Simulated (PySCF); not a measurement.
O3S, triplet, at a GFN2-xTB geometry (a higher spin typed on purpose: for a closed-shell molecule this is an excited state); PBE0/6-31G (PySCF).

The PySCF input:
```python
from pyscf import gto, scf, dft

mol = gto.Mole()
mol.atom = '''
    O    -0.682833   -1.230189   -0.237236
    S    -0.010770   -0.005312    0.281276
    O    -0.716095    1.219078   -0.192258
    O     1.420468    0.021734   -0.133059
'''
mol.basis = '6-31g'
mol.charge = 0
mol.spin = 2
mol.verbose = 4
mol.build()

mf = dft.UKS(mol)
mf.xc = 'pbe0'
mf.DIIS = scf.ADIIS
mf.kernel()
mf.analyze()
```

Task: Predict the main parts of the log of this PySCF run.

Result: 
```
PySCF version 2.14.0

[INPUT] verbose = 4
[INPUT] num. atoms = 4
[INPUT] num. electrons = 40
[INPUT] charge = 0
[INPUT] spin (= nelec alpha-beta = 2S) = 2
[INPUT] symmetry False subgroup None
[INPUT] Mole.unit = angstrom
[INPUT] Symbol           X                Y                Z      unit          X                Y                Z       unit  Magmom
[...]
nuclear repulsion = 177.827406767918
number of shells = 22
number of NR pGTOs = 112
number of NR cGTOs = 40
basis = 6-31g
ecp = {}

******** <class 'pyscf.dft.uks.UKS'> ********
method = UKS
initial guess = minao
damping factor = 0
level_shift factor = 0
DIIS = <class 'pyscf.scf.diis.ADIIS'>
diis_start_cycle = 1
diis_space = 8
diis_damp = 0
SCF conv_tol = 1e-09
SCF conv_tol_grad = None
SCF max_cycles = 50
direct_scf = True
direct_scf_tol = 1e-13
number electrons alpha = 21  beta = 19
XC library pyscf.dft.libxc version 7.1.2
    S. Lehtola, C. Steigemann, M. J. T. Oliveira, and M. A. L. Marques,  SoftwareX 7, 1–5 (2018)
XC functionals = pbe0
    C. Adamo and V. Barone,  J. Chem. Phys. 110, 6158 (1999)
    M. Ernzerhof and G. E. Scuseria,  J. Chem. Phys. 110, 5029 (1999)
radial grids:
    Treutler-Ahlrichs [JCP 102, 346 (1995); DOI:10.1063/1.469408] (M4) radial grids

becke partition: Becke, JCP 88, 2547 (1988); DOI:10.1063/1.454033
pruning grids: <function nwchem_prune>
grids dens level: 3
symmetrized grids: False
atomic radii adjust function: <function treutler_atomic_radii_adjust>
small_rho_cutoff = 0
Set gradient conv threshold to 3.16228e-05
tot grids = 61128
init E= -624.257429296136

cycle= 1 E= -622.770419713378  delta_E= 1.49  |g|= 0.664  |ddm|= 2.16
cycle= 2 E= -622.596325426859  delta_E= 0.174  |g|= 0.937  |ddm|= 1.98
cycle= 3 E= -622.998244845497  delta_E= -0.402  |g|= 0.0984  |ddm|= 1.06
cycle= 4 E= -622.995028325082  delta_E= 0.00322  |g|= 0.135  |ddm|= 0.278
cycle= 5 E= -623.003197444791  delta_E= -0.00817  |g|= 0.0113  |ddm|= 0.132
cycle= 6 E= -623.003202932429  delta_E= -5.49e-06  |g|= 0.0136  |ddm|= 0.0349
cycle= 7 E= -623.003288272966  delta_E= -8.53e-05  |g|= 0.00371  |ddm|= 0.0196
cycle= 8 E= -623.003285148546  delta_E= 3.12e-06  |g|= 0.00489  |ddm|= 0.00789
cycle= 9 E= -623.003294658387  delta_E= -9.51e-06  |g|= 0.000838  |ddm|= 0.00463
cycle= 10 E= -623.003291052571  delta_E= 3.61e-06  |g|= 0.00305  |ddm|= 0.00314
cycle= 11 E= -623.003294624832  delta_E= -3.57e-06  |g|= 0.000981  |ddm|= 0.00167
cycle= 12 E= -623.003294998667  delta_E= -3.74e-07  |g|= 0.000316  |ddm|= 0.00103
cycle= 13 E= -623.003294978515  delta_E= 2.02e-08  |g|= 0.000398  |ddm|= 0.000587
cycle= 14 E= -623.003295046509  delta_E= -6.8e-08  |g|= 2.99e-05  |ddm|= 0.000336
cycle= 15 E= -623.003295046151  delta_E= 3.58e-10  |g|= 5.16e-05  |ddm|= 8e-05
cycle= 16 E= -623.003295046172  delta_E= -2.15e-11  |g|= 5.18e-05  |ddm|= 8.29e-05
cycle= 17 E= -623.003295046913  delta_E= -7.41e-10  |g|= 3.16e-05  |ddm|= 6.67e-05
Extra cycle  E= -623.003295040522  delta_E= 6.39e-09  |g|= 0.000126  |ddm|= 0.000127
converged SCF energy = -623.003295040522  <S^2> = 2.01782  2S+1 = 3.0118566
**** SCF Summaries ****
Total Energy =                        -623.003295040522289
Nuclear Repulsion Energy =             177.827406767918234
One-electron Energy =                -1209.333639893608279
Two-electron Energy =                  408.502938085167784
Two-electron Coulomb Energy =          459.538166727853024
DFT Exchange-Correlation Energy =      -51.035228642685254
**** MO energy ****
                             alpha | beta                alpha | beta
[...]
To work with the spin densities directly, `use mulliken_meta_spin()` only printing them here.

 ** Mulliken spin pop alpha/beta on meta-lowdin orthogonal AOs **
 ** Mulliken Spin Density (per AO)  **
spin_pop of  0 O 1s       -0.00000
spin_pop of  0 O 2s        0.00134
spin_pop of  0 O 3s       -0.00098
spin_pop of  0 O 2px       0.27248
spin_pop of  0 O 2py       0.08751
spin_pop of  0 O 2pz       0.23324
spin_pop of  0 O 3px      -0.00087
spin_pop of  0 O 3py      -0.00025
spin_pop of  0 O 3pz       0.00075
spin_pop of  1 S 1s        0.00000
spin_pop of  1 S 2s        0.00001
spin_pop of  1 S 3s        0.12351
spin_pop of  1 S 4s        0.01450
spin_pop of  1 S 2px      -0.00001
spin_pop of  1 S 2py      -0.00001
spin_pop of  1 S 2pz       0.00002
spin_pop of  1 S 3px      -0.04706
spin_pop of  1 S 3py      -0.04731
spin_pop of  1 S 3pz       0.17686
spin_pop of  1 S 4px      -0.00373
spin_pop of  1 S 4py      -0.00374
spin_pop of  1 S 4pz       0.00710
spin_pop of  2 O 1s       -0.00000
spin_pop of  2 O 2s        0.00134
spin_pop of  2 O 3s       -0.00098
spin_pop of  2 O 2px       0.26413
spin_pop of  2 O 2py       0.09891
spin_pop of  2 O 2pz       0.23032
spin_pop of  2 O 3px      -0.00084
spin_pop of  2 O 3py      -0.00027
spin_pop of  2 O 3pz       0.00075
spin_pop of  3 O 1s       -0.00000
spin_pop of  3 O 2s        0.00134
spin_pop of  3 O 3s       -0.00098
spin_pop of  3 O 2px       0.00896
spin_pop of  3 O 2py       0.35901
spin_pop of  3 O 2pz       0.22529
spin_pop of  3 O 3px       0.00005
spin_pop of  3 O 3py      -0.00115
spin_pop of  3 O 3pz       0.00074
 ** Mulliken Spin Density (per atom)  **
spin density of  0 O =      0.59324
spin density of  1 S =      0.22013
spin density of  2 O =      0.59337
spin density of  3 O =      0.59326
 ** Mulliken pop alpha/beta on meta-lowdin orthogonal AOs **
 ** Mulliken pop       alpha | beta **
[...]
In total            21.00000 | 19.00000
 ** Mulliken atomic charges   ( Nelec_alpha | Nelec_beta ) **
charge of  0O =     -0.49788  (     4.54556      3.95232 )
charge of  1S =      1.49342  (     7.36336      7.14322 )
charge of  2O =     -0.49769  (     4.54553      3.95216 )
charge of  3O =     -0.49785  (     4.54556      3.95229 )
Dipole moment(X, Y, Z, Debye): -0.05799, -0.02732,  1.50266
```
